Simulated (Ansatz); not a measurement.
`CO/C(O)=C\C(=O)C(C)C` at its PBE0-D4/def2-TZVP geometry, where that method's forces vanish. Charge 0, multiplicity 1.

```xyz
22

C     1.1679   -2.3588   -1.5613
O     0.7093   -1.1622   -0.9426
C     0.7993   -0.0187   -1.6013
O     1.3061   -0.1680   -2.8350
C     0.4202    1.1795   -1.1035
C    -0.1163    1.5330    0.2030
O    -0.3649    2.7031    0.4369
C    -0.3975    0.4654    1.2494
C    -0.4182    1.0675    2.6430
C    -1.7300   -0.2074    0.9173
H     0.9907   -3.1426   -0.8285
H     0.6084   -2.5685   -2.4737
H     2.2323   -2.2984   -1.7925
H     1.3498    0.6964   -3.2558
H     0.5395    2.0332   -1.7626
H     0.3894   -0.2906    1.1903
H     0.5379    1.5336    2.8892
H    -1.1861    1.8382    2.7196
H    -0.6248    0.2921    3.3851
H    -1.9508   -0.9917    1.6456
H    -2.5406    0.5251    0.9531
H    -1.7213   -0.6603   -0.0755
```

Question: What forces (eV/Å) does r2SCAN-D4/def2-TZVPP give on these atoms in the Gaussian-basis code of Ansatz? (Best estimate.)

Answer: The calculation gave: 
```
C1   0.116 -0.331 -0.145
O2  -0.137  0.012  0.299
C3  -0.016  0.079  0.015
O4   0.149 -0.127 -0.330
C5  -0.090  0.221  0.129
C6   0.131 -0.340 -0.191
O7  -0.130  0.541  0.127
C8   0.118 -0.106  0.012
C9  -0.012  0.051  0.145
C10 -0.130 -0.081 -0.031
H11  0.002  0.027 -0.014
H12  0.007  0.011  0.010
H13 -0.015  0.008  0.000
H14 -0.005  0.043 -0.002
H15  0.004 -0.008 -0.009
H16  0.004 -0.017  0.008
H17 -0.013  0.001 -0.008
H18  0.008 -0.012 -0.006
H19  0.002  0.010 -0.009
H20 -0.004  0.005 -0.006
H21  0.012  0.002  0.001
H22 -0.003  0.008  0.004
```
